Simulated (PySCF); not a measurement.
## Assigning NMR signals

Structure with atom numbers: `[OH:1][c:2]1[cH:3][cH:4][c:5]([F:6])[cH:7][cH:8]1`. Each H is labelled by its parent atom.

Computational details: GIAO PBE0/pcSseg-1 shieldings, structure optimised with GFN2-xTB, in PySCF 2.14 (non-relativistic, one computed conformer, no solvent model, fast rotation and ring inversion assumed for equivalent nuclei).

References, each an isolated molecule treated in the same way: ¹³C and ¹H vs TMS.

Problem. Assign these signals to the numbered atoms. ¹³C{¹H} NMR (computed): δ 166.1, 159.4, 122.2, 119.5.

Solution. 
```tsv
δ (ppm)	atoms	environment	reason
166.1	C5	aromatic carbon bearing fluorine	the electronegative substituent deshields the carbon that carries it
159.4	C2	aromatic carbon bearing oxygen	σ withdrawal by the attached heteroatom moves it downfield of the ring CH carbons
122.2	C4/C7	aromatic CH	–
119.5	C3/C8	aromatic CH	resonance donation from the substituent shields this position
```

Problem. Assign these signals to the numbered atoms. ¹H NMR (400 MHz, computed): δ 7.24 (m, 2H), 6.90 (m, 2H), 4.17 (br s, 1H).

Solution. 
| δ (ppm) | atoms | environment | reason |
| --- | --- | --- | --- |
| 7.24 | H(C4)/H(C7) | hydrogen on an aromatic CH | ring-current deshielding |
| 6.90 | H(C3)/H(C8) | hydrogen on an aromatic CH | – |
| 4.17 | H(O1) | hydrogen on a phenol-type oxygen | labile proton, position sensitive to the medium |

The OH or NH signal is concentration- and solvent-dependent in practice; the value given is the gas-phase one. Splittings by ¹⁹F in the carbon and heteronuclear signals aren't shown, as no couplings were computed. Shifts are as computed. Against solution values, carbons near 30 ppm lie about +3 ppm off and those near 130 ppm about +5 ppm. Of 246 compounds with measured shifts, 49 miss one by over three times the rms of a fit or turn the order of signals round; such compounds aren't used in these exercises. Multiplicities follow the n + 1 count of equivalent neighbours, as no J values were calculated; m marks all less simple cases, F and P coupling included.
